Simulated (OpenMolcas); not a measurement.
An OpenMolcas run meant for Mg+ (ANO-L-VDZP, non-relativistic; inactive shells 1s 2s 2p; intended active space 1 electron in 4 orbitals (3s 3p)). One step of its input:

```
&CASPT2
Multistate=1 1
Frozen=1 0
IPEA=0.25
Imaginary=0.1
MaxIter=60
WThr=0.0 0.3 0.05
PrWF=0.5
NoMix
Shift=0.2
Sig2=0.3
```

Lines from the output:

```
|
   --------------------------------------------------------------------------------------
++ ---------   Input file   ---------
>>> COPY JOB001 $Project.JobIph
&CASPT2
Multistate=1 1
Frozen=1 0
IPEA=0.25
Imaginary=0.1
MaxIter=60
WThr=0.0 0.3 0.05
PrWF=0.5
NoMix
Shift=0.2
Sig2=0.3
-- ----------------------------------
>>> COPY JOB001 a.JobIph
*** symbolic link created: INPORB -> a.RasOrb
--- Start Module: caspt2 at  ---
()()()()()()()()()()()()()()()()()()()()()()()()()()()()()()()()()()()()()()()()()()()()()()()()()()
                                              &CASPT2
                                   only a single process is used
                       available to each process: 2.3 GB of memory, 1 thread
()()()()()()()()()()()()()()()()()()()()()()()()()()()()()()()()()()()()()()()()()()()()()()()()()()
 ###    ERROR: More than one intruder-state removal technique                ###
 ###    active: SHIFt/IMAGinary/SIG1/SIG2 are mutually exclusive!            ###
--- Stop Module: caspt2 at  /rc=_RC_INPUT_ERROR_ ---
.####################.
.# User input error #.
.####################.
```

Task: What is wrong with the input?

Result: More than one intruder-state remedy is switched on.
